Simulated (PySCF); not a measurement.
CH10N2OSi2.
Structure used (GFN2-xTB), in Å, numbered top down from 1:
```
atom  x, y, z in Å
C1     1.8272    1.3508   -0.1292
N2     1.1807    0.2630   -0.8199
Si3    0.4254   -1.0796   -0.0384
O4    -0.2954   -1.9342   -1.2347
Si5   -1.0029   -0.3384    1.5989
N6    -2.4140    0.3636    0.8834
H7     1.8400    2.2418   -0.7608
H8     2.8597    1.1169    0.1564
H9     1.2659    1.5744    0.7748
H10    1.6370    0.0696   -1.7014
H11    1.3563   -2.1220    0.4238
H12   -0.8733   -1.4944   -1.8517
H13   -0.4976    0.7531    2.4454
H14   -1.3307   -1.4222    2.5525
H15   -3.0917    0.8057    1.4844
H16   -2.8944   -0.1394    0.1546
```

Computed with TDDFT CAM-B3LYP/def2-SVPD, vertical, gas phase, core orbitals frozen in the response (PySCF). GFN2-xTB frequencies show an imaginary mode (38i cm⁻¹), so this geometry is no minimum at that level.

Kohn–Sham orbitals with the atoms that hold most of them (Löwdin shares over 4%, at most four atoms; ? is withheld):

```
orbital  ε (eV)                              atoms
 LUMO+2    1.56  O4 19%, Si5 19%, Si3 13%, H12 11%
 LUMO+1    1.21  Si3 19%, C1 17%, Si5 13%, H10 11%
   LUMO    0.37                                  ?
   HOMO       ?                                  ?
 HOMO-1   -8.67   N6 51%, Si5 15%, H14 11%, H15 5%
 HOMO-2   -9.50   Si5 22%, O4 18%, Si3 17%, N6 13%
 HOMO-3  -10.96     O4 42%, N2 15%, Si3 13%, C1 9%
```

(1) Give the leading atoms of the LUMO.

(2) Which atoms hold the HOMO, and with what shares?

(3) What is the HOMO energy, and the HOMO–LUMO gap?

Results:

(1) Si5 (bonded to N, Si and 2 H) 22%; Si3 (bonded to N, O, Si and H) 19%; O4 (bonded to Si and H) 14%; N6 (bonded to Si and 2 H) 8%. By element: silicon 41%, oxygen 14%, nitrogen 8% or more.

(2) N2 (bonded to C, Si and H) 51%; Si3 (bonded to N, O, Si and H) 12%; C1 (bonded to N and 3 H) 10%; H11 (bonded to Si) 7%.

(3) ε(HOMO) = -8.11 eV; the gap is 8.48 eV (0.3117 hartree).

**Question.** How does S1 compare with the orbital gap of 8.48 eV?

**Answer.** S1 is at 5.50 eV (f = 0.0013), 2.98 eV below the gap, made of HOMO→LUMO (76%), HOMO-1→LUMO (13%). 

**Question.** One configuration dominates each of S1, S2, S3 and S4. Which, and how do the shares of the two leading atoms of either orbital change from the occupied to the empty one?

**Answer.** 
- S1 (5.50 eV, f 0.0013), HOMO→LUMO (76%): N2 51% → at most 9%, Si3 12% → 19%, Si5 at most 8% → 22%
- S2 (5.74 eV, f 0.016), HOMO-1→LUMO (77%): N6 51% → 8%, Si5 15% → 22%, Si3 at most 5% → 19%
- S3 (5.96 eV, f 0.0027), HOMO→LUMO+1 (80%): N2 51% → at most 11%, Si3 12% → 19%, C1 10% → 17%
- S4 (6.58 eV, f 0.021), HOMO-2→LUMO (74%): Si5 22% → 22%, O4 18% → 14%, Si3 17% → 19%

Löwdin shares depend on the basis, the more so with diffuse functions.

The run took 78 s on one thread of an Arm Neoverse N1, shared host with 64 logical CPUs at a one-minute load of 62, and the process peaked at 0.96 GiB of memory.

One conformer stands for the species.

Without π bonds the low states are Rydberg-like; a valence basis with one diffuse set may place them up to an eV too high.
